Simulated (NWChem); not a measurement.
Species: GeHCl2F; SMILES [F][GeH]([Cl])[Cl]

All runs: NWChem. Pople sets run with spherical d functions. Structure relaxed at the PBE0/def2-SVP level. Level r2SCAN/6-31G*: energy and gradient on several grids; changes count from the extra-fine grid, which is no exact limit either.

| grid | size of the energy change (μHa) | largest change of a gradient component (μHa/bohr) |
|---|---|---|
| xcoarse | 200 | 3000 |
| coarse | 300 | 700 |
| medium | 30 | 300 |
| fine | 20 | < 30 |
| xfine | < 10 | < 30 |
